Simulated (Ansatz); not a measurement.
Consider the ligand exchange at the Si–S bond: `CCS[Si](O)(O)O` + H₂S → `O[Si](O)(O)S` + `CCS`.

Gas-phase electronic energies from Ansatz, PBE0-D4/def2-TZVP geometries. CCSD(T)/CBS adds triple-zeta CCSD(T) − MP2 to the extrapolated MP2 energy (def2 sets, frozen cores). This one scheme is used for every species. DFT in def2-TZVPP. Each species was taken in one conformer, which may not be the lowest.

```
         species  PBE0-D4 energy (Eh)
`CCS[Si](O)(O)O`           -994.15934
             H₂S           -399.26288
  `O[Si](O)(O)S`           -915.59917
           `CCS`           -477.82231
```

**Question.** Work out ΔE.

**Answer.** ΔE = (-915.59917) + (-477.82231) − (-994.15934) − (-399.26288) = 0.00074 Eh = +0.02 eV. CCSD(T)/CBS gives +0.02 eV.

Largest T1 diagnostic among the species: 0.011.

The D4 term adds +0.09 eV with B3LYP and +0.05 eV with PBE0; it sums over pairs of atoms, weighted by their polarisabilities, and B3LYP, whose exchange is more repulsive, gets the larger term. In def2-TZVPP, CCSD(T) changes the Hartree–Fock value by +0.10 eV (the triples alone add +0.02 eV) and MP2 by +0.10 eV.

B3LYP here is the variant with VWN-RPA as its local correlation; programs differ in this.
